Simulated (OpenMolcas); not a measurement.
# N2+: effect of the active space

```
Program             : OpenMolcas
Method              : MS-CASPT2 or its RAS form, IPEA 0.25 Eh, imaginary shift 0.1 Eh
Basis               : ANO-RCC-VQZP
Scalar Hamiltonian  : DKH2, point nucleus
Spin-orbit coupling : state interaction with AMFI integrals over the reference wave functions, term energies averaged over their components
```

A. 3 electrons in 4 orbitals (2s 2p); 2S+1 = 4 odd, 1 root; 2S+1 = 2 odd, 11 roots; 2S+1 = 4 even, 3 roots; 2S+1 = 2 even, 9 roots; closed shells correlated: 1s; CASPT2 step roughly 2.3 core-seconds
B. 3 electrons in 8 orbitals (2s 2p 3s 3p); 2S+1 = 4 odd, 1 root; 2S+1 = 2 odd, 11 roots; 2S+1 = 4 even, 3 roots; 2S+1 = 2 even, 9 roots; closed shells correlated: 1s; CASPT2 step roughly 7 core-seconds
C. 3 electrons in 9 orbitals (RAS2 2s 2p; RAS3 3d, at most 2 electrons); 2S+1 = 4 odd, 1 root; 2S+1 = 2 odd, 11 roots; 2S+1 = 4 even, 3 roots; 2S+1 = 2 even, 9 roots; closed shells correlated: 1s; CASPT2 step about 12 core-seconds

Energies in eV above 2s2 2p 2P* 1/2, the measured ground level; measured values from Moore, Selected Tables of Atomic Spectra, NSRDS-NBS 3, section 5.

```
         Level       A       B       C  Measured
2s2 2p 2P* 1/2  0.0000  0.0000  0.0000    0.0000
2s2 2p 2P* 3/2  0.0199  0.0211  0.0196    0.0216
 2s 2p2 4P 1/2   6.935   6.963   7.021          
 2s 2p2 4P 3/2   6.942   6.970   7.028    7.0977
 2s 2p2 4P 5/2   6.954   6.982   7.040    7.1078
 2s 2p2 2D 3/2  12.486  12.475  12.526   12.5262
 2s 2p2 2D 5/2  12.486  12.475  12.526   12.5254
 2s 2p2 2S 1/2  16.186  16.215  16.258   16.2425
 2s 2p2 2P 1/2  18.246  18.165  18.142   18.0863
 2s 2p2 2P 3/2  18.260  18.179  18.155   18.0999
   2p3 4S* 3/2  23.021  23.048  23.097   23.1599
   2p3 2D* 3/2  25.248  25.290  25.172   25.1798
   2p3 2D* 5/2  25.248  25.290  25.173   25.1780
   2p3 2P* 1/2  28.684  28.597  28.671   28.5665
   2p3 2P* 3/2  28.685  28.599  28.672   28.5670
```

Deviations, from unrounded energies. A percentage is the sum of absolute deviations over the sum of measured energies, with the sign that they share, or ± where signs differ.

| Against measurement | Levels | A | B | C |
| --- | --- | --- | --- | --- |
| mean absolute deviation (cm-1) | 13 | 790 | 580 | 340 |
| fine structure of the ground term (%) | 1 | -8.1 | -2.4 | -9.3 |
| other configurations (%) | 12 | ±0.6 | ±0.4 | ±0.2 |

C lies closest to measurement on these levels and A furthest from it. The largest miss of C in the table is 2p3 2P* 3/2, by +840 cm-1. The ranking rests on the paired levels alone, and a cruder setting can come out closer through cancelling errors.

Among A to C the level of the table that moves most is 2p3 2D* 5/2, by 950 cm-1 (lowest in C, highest in B). Moves below CASPT2's spread within the term are not significant.

CASPT2 breaks the degeneracy within a term, and the mean is taken; among the terms shown or strongly mixed into the levels shown the widest spread is 910 cm-1 (2p3 2D*, A). Active for correlation alone: 3p 3s; no level in the range computed is led by a configuration that fills them, so any true level of that kind is missing (holds for B). Active for correlation alone: 3d; no level in the range computed is led by a configuration that fills it, so any true level of that kind is missing (holds for C). Computed and measured levels are paired by configuration, term and J; levels that our copy of the source lacks, or whose pairing is in doubt (as where it misses far off the trend of its configuration), stay unpaired and out of the deviations. Levels of configurations outside the active space are missing.

* marks odd parity.
